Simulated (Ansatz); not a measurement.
`FB(F)[SeH]` + `BN` → `NB[SeH]` + `FBF` at 600 K and 1 bar (formal exchange of groups at the Se–B bond).

Isolated molecules relaxed with PBE0-D4/def2-TZVP in Ansatz; ΔE leaves out vibrations. CBS: MP2 limit from def2 TZ/QZ plus the TZ coupled-cluster correction, frozen cores. This one scheme is used for every species. For Se outer-core shells are correlated without core-valence functions, which leaves a few kJ/mol of doubt a bond. Scalar relativity is left out up to krypton. Each species was taken in one conformer, which may not be the lowest.

| species | CCSD(T)/CBS energy (Eh) | H − E (kJ/mol) | S (J/(mol·K)) |
| --- | --- | --- | --- |
| `FB(F)[SeH]` | -2625.82827 | 85.5 | 355.7 |
| `BN` | -81.93499 | 155.9 | 270.2 |
| `NB[SeH]` | -2482.67368 | 168.4 | 350.6 |
| `FBF` | -225.09427 | 73.4 | 279.9 |

H − E and S are ideal-gas, rigid-rotor, harmonic terms from PBE0-D4/def2-TZVP, for one conformer and one mirror image of each species. 1 Eh = 2625.50 kJ/mol, R = 8.31446 J/(mol·K).

**Question.** By hand: ΔE, ΔH, ΔS and ΔG.

**Answer.** ΔE = (-2482.67368) + (-225.09427) − (-2625.82827) − (-81.93499) = -0.00469 Eh = -12.3 kJ/mol. Δ(H − E) = 168.4 + 73.4 − 85.5 − 155.9 = 0.4, so ΔH = -11.9 kJ/mol. ΔS = 350.6 + 279.9 − 355.7 − 270.2 = 4.6 J/(mol·K). ΔG = -11.9 − 600 × (4.6)/1000 = -14.7 kJ/mol.

**Question.** By hand: the equilibrium constant, and the temperature at which ΔG would vanish if ΔH and ΔS stayed fixed.

**Answer.** log₁₀ K = −ΔG/(RT ln 10) = 1.3. ΔH and −TΔS have one sign here, so there is no such temperature.

The number of gas molecules stays the same, so ΔS is small and ΔH decides. A doubt of 5 kJ/mol in ΔE shifts log₁₀ K by 0.4 here. Other conformers and mirror images would add mixing entropy, several J/(mol·K) or more a flexible species. These are equilibria of isolated gas molecules and say nothing of rates. Largest T1 diagnostic: 0.013 (customary marks: 0.02 for closed shells, 0.045 for open ones).

ΔS is within the doubt of such terms, so its sign, and with it that verdict, could turn.
